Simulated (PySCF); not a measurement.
C4H10Ga, doublet, at a GFN2-xTB geometry (such geometries of metal compounds can be far from the true shape) (the spin is typed, not shown lowest); PySCF with DF-B3LYP/pcseg-1.

PySCF was given this input:
```python
from pyscf import gto, scf, dft

mol = gto.M(
    atom='''
Ga    0.293401    0.508365    0.433225
C     1.390323   -1.335190    0.943781
C     1.022526   -2.394600   -0.087345
H     1.112111   -1.668032    1.949935
H     2.471009   -1.156296    0.941924
H     1.312804   -2.074541   -1.089802
H    -0.054580   -2.571023   -0.090450
H     1.519738   -3.345857    0.119332
C    -1.364309    0.318342   -1.007448
C    -2.019982    1.665252   -1.290342
H    -2.098235   -0.384389   -0.596145
H    -0.970666   -0.117303   -1.932933
H    -1.294526    2.367078   -1.706345
H    -2.423012    2.098142   -0.372720
H    -2.841432    1.570080   -2.004652
''',
    basis='pcseg-1',
    charge=0,
    spin=1,
    verbose=4,
)

mf = dft.UKS(mol)
mf.xc = 'b3lyp'
mf = mf.density_fit(auxbasis='def2-universal-jkfit')
mf.kernel()
mf.analyze()
```

Output, abridged:

```
PySCF version 2.14.0

[INPUT] verbose = 4
[INPUT] num. atoms = 15
[INPUT] num. electrons = 65
[INPUT] charge = 0
[INPUT] spin (= nelec alpha-beta = 2S) = 1
[INPUT] symmetry False subgroup None
[INPUT] Mole.unit = angstrom
[INPUT] Symbol           X                Y                Z      unit          X                Y                Z       unit  Magmom
[...]
nuclear repulsion = 312.93871905829
number of shells = 35
number of NR pGTOs = 252
number of NR cGTOs = 133
basis = pcseg-1
ecp = {}

******** <class 'pyscf.df.df_jk.DFUKS'> ********
method = DFUKS
initial guess = minao
damping factor = 0
level_shift factor = 0
DIIS = <class 'pyscf.scf.diis.CDIIS'>
diis_start_cycle = 1
diis_space = 8
diis_damp = 0
SCF conv_tol = 1e-09
SCF conv_tol_grad = None
SCF max_cycles = 50
direct_scf = False
number electrons alpha = 33  beta = 32
XC library pyscf.dft.libxc version 7.1.2
    S. Lehtola, C. Steigemann, M. J. T. Oliveira, and M. A. L. Marques,  SoftwareX 7, 1–5 (2018)
XC functionals = b3lyp
    P. J. Stephens, F. J. Devlin, C. F. Chabalowski, and M. J. Frisch,  J. Phys. Chem. 98, 11623 (1994)
radial grids:
    Treutler-Ahlrichs [JCP 102, 346 (1995); DOI:10.1063/1.469408] (M4) radial grids

becke partition: Becke, JCP 88, 2547 (1988); DOI:10.1063/1.454033
pruning grids: <function nwchem_prune>
grids dens level: 3
symmetrized grids: False
atomic radii adjust function: <function treutler_atomic_radii_adjust>
small_rho_cutoff = 0
Set gradient conv threshold to 3.16228e-05
tot grids = 175456
******** <class 'pyscf.df.df.DF'> ********
auxbasis = def2-universal-jkfit
init E= -2082.42853908414

cycle= 1 E= -2082.97585308301  delta_E= -0.547  |g|= 0.377  |ddm|= 2.54
cycle= 2 E= -2082.88249009737  delta_E= 0.0934  |g|= 0.547  |ddm|= 1.11
cycle= 3 E= -2083.06288236304  delta_E= -0.18  |g|= 0.0307  |ddm|= 0.622
cycle= 4 E= -2083.06326679228  delta_E= -0.000384  |g|= 0.0191  |ddm|= 0.0597
cycle= 5 E= -2083.06345685486  delta_E= -0.00019  |g|= 0.00398  |ddm|= 0.0201
cycle= 6 E= -2083.06346564275  delta_E= -8.79e-06  |g|= 0.0015  |ddm|= 0.00683
cycle= 7 E= -2083.0634667845  delta_E= -1.14e-06  |g|= 0.000831  |ddm|= 0.00269
cycle= 8 E= -2083.06346724611  delta_E= -4.62e-07  |g|= 0.000138  |ddm|= 0.00126
cycle= 9 E= -2083.06346726188  delta_E= -1.58e-08  |g|= 4.07e-05  |ddm|= 0.000324
cycle= 10 E= -2083.06346726406  delta_E= -2.17e-09  |g|= 1.65e-05  |ddm|= 0.000118
cycle= 11 E= -2083.06346726434  delta_E= -2.81e-10  |g|= 7.33e-06  |ddm|= 3.81e-05
[...]
converged SCF energy = -2083.06346726434  <S^2> = 0.75391648  2S+1 = 2.0039127
Total Energy =                       -2083.063467264340034
[...]
spin_pop of  10 H 2pz       0.00008
spin_pop of  11 H 1s        0.00368
spin_pop of  11 H 2s        0.00092
spin_pop of  11 H 2px       0.00009
spin_pop of  11 H 2py      -0.00000
spin_pop of  11 H 2pz      -0.00002
spin_pop of  12 H 1s        0.00174
spin_pop of  12 H 2s        0.00006
spin_pop of  12 H 2px      -0.00000
spin_pop of  12 H 2py       0.00000
spin_pop of  12 H 2pz       0.00002
spin_pop of  13 H 1s        0.00165
spin_pop of  13 H 2s        0.00006
spin_pop of  13 H 2px       0.00002
spin_pop of  13 H 2py       0.00000
spin_pop of  13 H 2pz      -0.00000
spin_pop of  14 H 1s        0.00165
spin_pop of  14 H 2s       -0.00000
spin_pop of  14 H 2px       0.00000
spin_pop of  14 H 2py       0.00002
spin_pop of  14 H 2pz       0.00000
 ** Mulliken Spin Density (per atom)  **
spin density of  0 Ga =      0.61781
spin density of  1 C =      0.17815
spin density of  2 C =      0.00435
spin density of  3 H =     -0.00194
spin density of  4 H =     -0.00486
spin density of  5 H =      0.00321
spin density of  6 H =      0.00333
spin density of  7 H =      0.01695
spin density of  8 C =      0.17324
spin density of  9 C =     -0.00465
spin density of  10 H =      0.00451
spin density of  11 H =      0.00467
spin density of  12 H =      0.00182
spin density of  13 H =      0.00172
spin density of  14 H =      0.00167
 ** Mulliken pop alpha/beta on meta-lowdin orthogonal AOs **
 ** Mulliken pop       alpha | beta **
In total            33.00000 | 32.00000
 ** Mulliken atomic charges   ( Nelec_alpha | Nelec_beta ) **
charge of  0Ga =      0.31188  (    15.65296     15.03515 )
charge of  1C =     -0.33469  (     3.25642      3.07827 )
charge of  2C =     -0.27112  (     3.13773      3.13338 )
charge of  3H =      0.09233  (     0.45287      0.45480 )
charge of  4H =      0.09224  (     0.45145      0.45631 )
charge of  5H =      0.08680  (     0.45821      0.45499 )
charge of  6H =      0.08932  (     0.45701      0.45368 )
charge of  7H =      0.09372  (     0.46162      0.44466 )
charge of  8C =     -0.33783  (     3.25553      3.08229 )
charge of  9C =     -0.27016  (     3.13275      3.13741 )
charge of  10H =      0.09026  (     0.45713      0.45261 )
charge of  11H =      0.09080  (     0.45693      0.45227 )
charge of  12H =      0.08786  (     0.45698      0.45516 )
charge of  13H =      0.08790  (     0.45691      0.45519 )
charge of  14H =      0.09068  (     0.45550      0.45382 )
Dipole moment(X, Y, Z, Debye): -0.01981, -0.29666, -0.06975
```
